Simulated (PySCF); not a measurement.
Ionisation energy of C⁺ by level of theory

C⁺ [He] 2s2 2p1 (2P) → C²⁺ [He] 2s2 (1S), as a difference of total energies. Computed with PySCF 2.14 in dyall-av3z (15s9p3d2f, 71 functions), with the spin-free X2C one-electron Hamiltonian (Gaussian nucleus). Correlated levels: valence: 1s2 frozen; virtual orbitals above 40 to 60 times the deepest correlated orbital energy dropped. The calculations carry no spin-orbit coupling.

```csv
method,ionisation energy (eV),plus first-order spin-orbit estimate,error of that sum (eV)
UHF,24.167,24.173,-0.210
LDA,24.772,24.778,+0.395
PBE,24.852,24.858,+0.475
PBE0,24.834,24.839,+0.456
r2SCAN,24.999,25.005,+0.622
BLYP,24.920,24.925,+0.542
B3LYP,25.035,25.040,+0.657
B97-3,24.813,24.818,+0.435
MN15,24.415,24.420,+0.037
MP2 (valence),24.380,24.386,+0.003
SCS-MP2 (valence),24.337,24.342,-0.041
```

Reference: 24.383 eV (measured; NIST Atomic Spectra Database, ionization energies).

A first-order spin-orbit estimate (lowest level to lowest level, LS coupling) adds 0.005 eV.

Errors of the correlated levels include the incompleteness of this basis and the frozen core.
